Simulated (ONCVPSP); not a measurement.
**How hard is this Cs (Z = 55) ONCV potential?**

* Element: caesium
* Generator: ONCVPSP 4.0.1
* Type: optimised norm-conserving Vanderbilt (ONCV)
* Functional: PBE
* Relativity: scalar-relativistic
* Frozen core: [Kr] 4d10
* Valence charge: 9
* Reference configuration: 5s2 5p6 6s0.75 6p0.25
* Partial waves: 5s+6s: rc 3.35 bohr, ncon 5, nbas 8, qcut 3.1 1/bohr, 2 projectors; 5p+6p: rc 3.35 bohr, ncon 4, nbas 9, qcut 3.9 1/bohr, 2 projectors; d scattering state at 0.36 Ha: rc 3.35 bohr, ncon 3, nbas 8, qcut 2.9 1/bohr, local
* Local potential: the d channel
* Core correction: none

In the d channel the program set the typed energies aside and used 0.050 Ha.

Task: For each optimised wave give the share of its norm inside rc, the residual kinetic energy above qcut (Ha) and the cutoffs (Ha) for errors of 10, 1, 0.1 and 0.01 mHa per electron.

Result:

```json
{"wave": "5s", "norm inside rc": "0.986", "residual KE": "1.1e-04", "10 mHa": "1.5", "1 mHa": "2.6", "0.1 mHa": "5.6", "0.01 mHa": "13.9"}
{"wave": "6s", "norm inside rc": "0.100", "residual KE": "1.1e-04", "10 mHa": "1.1", "1 mHa": "1.9", "0.1 mHa": "5.2", "0.01 mHa": "15.4"}
{"wave": "5p", "norm inside rc": "0.937", "residual KE": "7.5e-09", "10 mHa": "3.0", "1 mHa": "4.1", "0.1 mHa": "5.0", "0.01 mHa": "5.8"}
{"wave": "6p", "norm inside rc": "0.025", "residual KE": "1.4e-07", "10 mHa": "1.4", "1 mHa": "2.7", "0.1 mHa": "3.8", "0.01 mHa": "4.8"}
{"wave": "d projector 1", "norm inside rc": "0.154", "residual KE": "6.5e-05", "10 mHa": "1.9", "1 mHa": "3.1", "0.1 mHa": "4.1", "0.01 mHa": "13.7"}
```

The occupied waves need 4.1 Ha and 5.6 Ha for 1 and 0.1 mHa. Note: no bound ghost flagged; GHOST(+) flagged for p at 123.6 eV.
